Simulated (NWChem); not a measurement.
Molecule: SnH4; SMILES [SnH4]

Computed with NWChem. Coordinates come from a PBE0/def2-SVP optimisation. def2 effective core potentials on Sn; no spin-orbit coupling. Vertical excitations in the gas phase.

What does the run give for CAM-B3LYP/def2-SVP, full TDDFT? Quantities: lowest excitation, singlet (eV); orbital gap (eV).


| Item | Result |
|---|---|
| lowest excitation, singlet (eV) | 8.71 |
| orbital gap (eV) | 12.41 |
